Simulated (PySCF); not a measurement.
Job file and geometry (Å, from GFN2-xTB) of an NMR shielding run on `C/C(=C/OB(N)N)CN`, C4H12BN3O, GIAO PBE0/pcSseg-1 NMR shielding, non-relativistic, gas phase (PySCF 2.14.0, density-fitted response routines); density fitting, a coarse starting grid and PySCF grid level 2 are the driver's defaults:

```
$ OMP_NUM_THREADS=1 python probes_run.py task.json out

{"job": {"kind": "nmr", "xc": "PBE0", "basis": "pcSseg-1"}, "charge": 0, "multiplicity": 1}
C     -2.145464     1.522907    -0.663080
C     -1.205162     0.391148    -0.388537
C      0.115555     0.530354    -0.481080
O      0.983826    -0.488843    -0.274526
B      2.340114    -0.338389    -0.070623
N      2.963161     0.904671     0.181247
N      3.092020    -1.530500    -0.110183
C     -1.840029    -0.906780     0.032552
N     -2.476798    -0.740690     1.340351
H     -2.712354     1.327098    -1.573650
H     -1.609415     2.460967    -0.781573
H     -2.854614     1.610454     0.157620
H      0.547699     1.483013    -0.775077
H      3.946479     0.993815     0.352335
H      2.458179     1.760706     0.313507
H      2.663082    -2.412460    -0.315021
H      4.080383    -1.581155     0.043114
H     -2.629482    -1.178499    -0.676440
H     -1.073268    -1.695318     0.022368
H     -2.878679    -1.622092     1.643205
H     -1.774153    -0.473464     2.023017
```

Task: Write the output of this run.

Result: 
```
coarse grid: 17144 points
cycle   1  E = -423.3655550806  dE =  1.223e+00  |g| = 7.842e-01  |ddm| = 4.016e+00
cycle   2  E = -423.3011993327  dE =  6.436e-02  |g| = 9.956e-01  |ddm| = 1.334e+00
cycle   3  E = -423.4928614924  dE = -1.917e-01  |g| = 1.046e-01  |ddm| = 7.854e-01
cycle   4  E = -423.4945315576  dE = -1.670e-03  |g| = 4.489e-02  |ddm| = 9.644e-02
cycle   5  E = -423.4948860319  dE = -3.545e-04  |g| = 1.302e-02  |ddm| = 3.724e-02
cycle   6  E = -423.4949189604  dE = -3.293e-05  |g| = 4.904e-03  |ddm| = 1.470e-02
cycle   7  E = -423.4949245754  dE = -5.615e-06  |g| = 1.172e-03  |ddm| = 4.881e-03
final grid: 164688 points
cycle   8  E = -423.5472560596  dE = -4.327e-05  |g| = 1.252e-02  |ddm| = 3.348e-02
cycle   9  E = -423.5472307564  dE =  2.530e-05  |g| = 1.716e-02  |ddm| = 1.892e-02
cycle  10  E = -423.5472872515  dE = -5.650e-05  |g| = 2.186e-03  |ddm| = 1.155e-02
cycle  11  E = -423.5472882593  dE = -1.008e-06  |g| = 3.116e-04  |ddm| = 1.963e-03
cycle  12  E = -423.5472882747  dE = -1.543e-08  |g| = 1.766e-04  |ddm| = 3.811e-04
cycle  13  E = -423.5472882822  dE = -7.441e-09  |g| = 3.605e-05  |ddm| = 1.739e-04
cycle  14  E = -423.5472882824  dE = -2.735e-10  |g| = 1.112e-05  |ddm| = 3.803e-05
converged SCF energy = -423.5472882824

GIAO shielding tensors (ppm)
atom      isotropic    diamagn.    paramagn.     s11        s22        s33       span
  0 C      168.886     245.714     -76.828    152.231    165.937    188.488     36.258
  1 C       60.896     262.740    -201.844    -42.452     71.432    153.709    196.162
  2 C       46.010     255.102    -209.092    -46.596     86.752     97.874    144.470
  3 O      193.658     400.152    -206.494    130.627    136.644    313.703    183.075
  4 B       80.421     194.869    -114.448     58.915     84.939     97.409     38.494
  5 N      226.075     318.524     -92.449    199.144    221.652    257.430     58.287
  6 N      220.433     316.959     -96.526    192.002    204.407    264.891     72.889
  7 C      142.661     246.589    -103.928    126.100    137.116    164.767     38.667
  8 N      230.650     314.542     -83.892    181.045    249.172    261.735     80.690
  9 H       30.063      28.273       1.789     25.988     27.337     36.863     10.875
 10 H       30.437      30.542      -0.105     26.111     29.638     35.562      9.451
 11 H       28.952      28.669       0.283     23.847     28.996     34.014     10.167
 12 H       25.254      35.460     -10.206     21.083     23.811     30.868      9.785
 13 H       30.156      30.095       0.061     23.571     27.302     39.595     16.024
 14 H       29.965      34.090      -4.125     22.640     28.429     38.824     16.184
 15 H       29.950      32.717      -2.768     23.200     27.633     39.016     15.816
 16 H       30.261      29.594       0.668     23.593     27.571     39.619     16.026
 17 H       28.911      30.619      -1.708     25.426     27.220     34.088      8.662
 18 H       26.981      33.415      -6.435     22.011     26.511     32.420     10.408
 19 H       31.089      29.880       1.209     23.890     27.647     41.731     17.842
 20 H       31.737      33.494      -1.757     25.128     30.637     39.447     14.319
```

Size and cost of the density-fitted run: 213 basis functions, 44 s wall time on 1 thread of an Arm Neoverse V2, shared host; peak memory 1 GiB.
